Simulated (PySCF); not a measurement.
**Dipole response of O (oxygen, neutral)**

[He] 2s2 2p4, high-spin 3P determinant. Calculation: PySCF 2.14, in aug-cc-pVQZ (6s5p4d3f2g, 80 functions); no relativity, point nucleus. Coupled (time-dependent) response in atomic units; α is the mean over directions.

| method | mean α (bohr³) | α xx, yy, zz | C₆ (like pair) | S(−4) |
| --- | --- | --- | --- | --- |
| UHF | 4.744 | 4.546, 5.142, 4.546 | 13.85 | 10.01 |
| PBE | 5.767 | 5.342, 6.618, 5.342 | 17.67 | 17.30 |
| PBE0 | 5.366 | 5.035, 6.027, 5.035 | 16.17 | 14.01 |
| PBEsol | 5.799 | 5.355, 6.687, 5.355 | 17.83 | 17.45 |
| HSE06 | 5.365 | 5.040, 6.015, 5.040 | 16.17 | 13.95 |

S(−4) is the Cauchy moment in α(ω) = α(0) + S(−4) ω² + …

Reference α: 5.3 ± 0.2 bohr³ (recommended; Schwerdtfeger and Nagle, table of static dipole polarizabilities (2023 update)). Published C₆: 15.60 (Chu and Dalgarno (2004); Tang, Norbeck and Certain (1976)).

α(iu) at PBEsol:

```tsv
u (hartree)	α(iu) (bohr³)
0	5.799
0.0500	5.756
0.100	5.633
0.200	5.215
0.300	4.691
0.500	3.674
0.750	2.702
1.00	2.039
1.50	1.265
2.00	0.8579
3.00	0.4672
5.00	0.2007
```

A single London oscillator, α(iu) = α/(1 + u²/ω²), gives C₆ = (3/4) ω α². Matching the computed C₆ needs ω = 4 × 17.83 / (3 × 5.799²) = 0.707 hartree.

The components differ because the open shell of this determinant is not spherical; for a pure term their mean is the scalar polarisability.
